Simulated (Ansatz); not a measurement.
The molecule ZrTe, multiplicity 3 (an upper state: multiplicity 1 came lower at CCSD(T)/def2-TZVPP on PBE0 minima). No spin–orbit coupling.

Seven points along R, fitted to fifth degree in 1/R; most abundant isotopes. In def2 and cc sets the state is the lowest found near the PBE0 minimum, followed along R.

Programs: Ansatz (Gaussian basis) for Hartree–Fock, density functionals and correlated methods.  In def2 rows elements past Kr take small-core potentials, without spin–orbit coupling.

Energies at wB97X-V/def2-TZVPP:

```json
[
 {"R (Å)": "2.355987", "E (hartree)": "-314.95257160"},
 {"R (Å)": "2.419320", "E (hartree)": "-314.95989732"},
 {"R (Å)": "2.477587", "E (hartree)": "-314.96318492"},
 {"R (Å)": "2.543453", "E (hartree)": "-314.96369300"},
 {"R (Å)": "2.609319", "E (hartree)": "-314.96148848"},
 {"R (Å)": "2.685319", "E (hartree)": "-314.95634900"},
 {"R (Å)": "2.773985", "E (hartree)": "-314.94777929"}
]
```

**Question.** With a reduced mass of 53.1328 u, find the minimum, the force constant and the constants.

**Answer.** A fifth-degree polynomial in 1/R puts the minimum at r_e = 2.5211 Å with force constant 295 N/m. Then ω_e = (1/2πc)√(k/μ) = 307 cm⁻¹ and B_e = h/(8π²cμr_e²) = 0.04992 cm⁻¹; the cubic and quartic terms give α_e = 9.9e-5 and ω_e x_e = 0.45 cm⁻¹.

Ansatz is a program for electronic structure.
